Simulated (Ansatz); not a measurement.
Isolated molecules relaxed with PBE0-D4/def2-TZVP in Ansatz; ΔE leaves out vibrations. CCSD(T)/CBS is extrapolated from def2-TZVPP and def2-QZVPP, frozen cores. DFT in def2-TZVPP. B3LYP here is the variant with VWN-RPA as its local correlation; programs differ in this. Open shells (•) are unrestricted, without spin–orbit coupling. Spin–orbit coupling would lower the free atoms: a little for C, O, S, Si. Each species was taken in one conformer, which may not be the lowest.

`CS[Si]O` → C• + 4 H• + O• + S• + Si•  (atomization)

Task: What is ΔE at CCSD(T)/CBS? (Estimate.)

Result: Computed: +2911.8 kJ/mol.

Task: What do these levels give: ωB97M-V, PBE, B3LYP, HF/def2-TZVPP, SCS-MP2/def2-QZVPP, CCSD(T)/def2-QZVPP? (Best estimate.)

Result: Computed: ωB97M-V 2928.8, PBE 2949.4, B3LYP 2869.6, HF/def2-TZVPP 2049.2, SCS-MP2/def2-QZVPP 2915.2, CCSD(T)/def2-QZVPP 2874.1 kJ/mol.

Largest T1 diagnostic among the species: 0.014.

The D4 term adds +29.0 kJ/mol with B3LYP and +14.9 kJ/mol with PBE0; it sums over pairs of atoms, weighted by their polarisabilities, and B3LYP, whose exchange is more repulsive, gets the larger term. From PBE to PBE0 (25 % exact exchange), in def2-TZVPP and without D4, ΔE moves by −64.2 kJ/mol: exact exchange takes away binding that semilocal exchange gives to molecules. In def2-TZVPP, CCSD(T) changes the Hartree–Fock value by +770.1 kJ/mol (the triples alone add +52.5 kJ/mol) and MP2 by +824.8 kJ/mol; breaking electron pairs costs correlation energy, which Hartree–Fock lacks.
